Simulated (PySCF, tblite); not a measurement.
C5H11NSSi.
Geometry (GFN2-xTB, Å), atoms numbered from 1 in this order:
```xyz
19
C5H11NSSi angstrom
C     -3.3180   -1.1837    0.3649
C     -2.0949   -0.7762    0.6799
C     -0.9060   -0.9587   -0.1704
N     -0.8473   -1.5494   -1.2860
C      0.3658   -0.3481    0.3542
C      0.3487    1.1557    0.1058
S      1.7806    2.0023    0.8621
Si     3.3908    1.3255   -0.3803
H     -3.5376   -1.6816   -0.5670
H     -4.1555   -1.0342    1.0247
H     -1.9201   -0.2782    1.6241
H     -1.7277   -1.9346   -1.6208
H      0.4641   -0.5365    1.4252
H      1.2104   -0.7965   -0.1696
H     -0.5268    1.6188    0.5615
H      0.3475    1.3703   -0.9625
H      3.7055   -0.0630   -0.0600
H      2.9372    1.4505   -1.7597
H      4.4735    2.2269   -0.0336
```

Jobs on this species (19 atoms, 78 electrons) with PySCF (density fitting) and tblite. Hardware of each: one thread, Intel Xeon Platinum 8488C (x86_64), on a shared host. The host was shared with other jobs, so the times are rough.

| level and settings | work | basis functions | SCF cycles | wall time |
| --- | --- | --- | --- | --- |
| GFN2-xTB | L-BFGS relaxation | – | – | ? |
| GFN2-xTB | Hessian by finite differences | – | – | 0.83 s |
| PBE0/pcSseg-1 | shieldings, charges and field gradients | 205 | 14 | 36 s |

Fill in the missing figures.

- GFN2-xTB; L-BFGS relaxation: 1.1 s

What do all jobs in the table cost together?

About 38 s; the longest takes about 95 % of that, and about 43 times as long as the shortest.
